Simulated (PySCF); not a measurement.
# Electron correlation in Si (silicon, neutral)

[Ne] 3s1 3p2 3d1, one real determinant (an excited configuration). All numbers are calculated (PySCF 2.14, the spin-free X2C one-electron Hamiltonian (Gaussian nucleus), in x2c-TZVPPall with one added diffuse shell each of s, p, d type (6s6p4d1f, 51 functions)). Frozen: [Ne]; 4 electrons correlated.

| level | correlation energy (mhartree) |
| --- | --- |
| CCSD | -32.33 |
| (T) | -3.45 |
| CCSD(T) | -35.78 |

Diagnostics: T1 = 0.035, D1 = 0.0987, largest double amplitude 0.353.

Task: Is a single reference adequate?

Result: Not fully. The real determinant used has ⟨L²⟩ near 8 against 12 for a pure F term, so it mixes terms. The outer electron is Rydberg-like, and this basis confines it to a smaller radius and binds it less than a complete one would. T1 exceeds 0.03, a sign that the reference determinant is poor. A double-excitation amplitude exceeds 0.15, a sign of near-degeneracy.

The reference is one real determinant that mixes LS terms of this configuration.
